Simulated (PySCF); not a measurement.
A GIAO shielding run with PySCF (density fitting, non-relativistic, gas phase) on SMILES [C@@H](C)([SiH2]N[SiH3])C(F)F, C$_{3}$H$_{11}$F$_{2}$NSi$_{2}$:

```
$ OMP_NUM_THREADS=1 python probes_run.py task.json out

{"job": {"kind": "nmr", "xc": "PBE0", "basis": "pcSseg-1"}, "charge": 0, "multiplicity": 1}
C     -1.418095     1.148081    -0.890175
C     -1.218759     0.317490     0.372775
Si     0.339222    -0.792869     0.287528
N      1.671303     0.305040     0.239691
Si     3.343889    -0.105567     0.032873
C     -2.429878    -0.553877     0.599292
F     -2.492963    -1.563560    -0.308682
F     -2.380283    -1.159467     1.814718
H     -1.576583     0.494931    -1.745179
H     -2.280839     1.808283    -0.796522
H     -0.537798     1.755255    -1.083151
H     -1.164442     0.984667     1.237760
H      0.329929    -1.553412    -0.960192
H      0.370402    -1.675493     1.456942
H      1.503655     1.221951     0.621400
H      4.020909     1.161244    -0.247047
H      3.406843    -1.040700    -1.084895
H      3.894491    -0.728179     1.240710
H     -3.390806    -0.014567     0.544578
```

Hardware: 1 thread of an Arm Neoverse N1, shared host. The job also computes population analyses, field gradients.

Problem. How large is the calculation?

Solution. 82 electrons, 205 basis functions and 1107 auxiliary functions.

Problem. How long does it take, and how much memory does it need?

Solution. 72 s of wall time, with 12 SCF cycles and 4 response iterations; peak memory 0.92 GiB. Times on a shared host scatter by some tens of per cent.
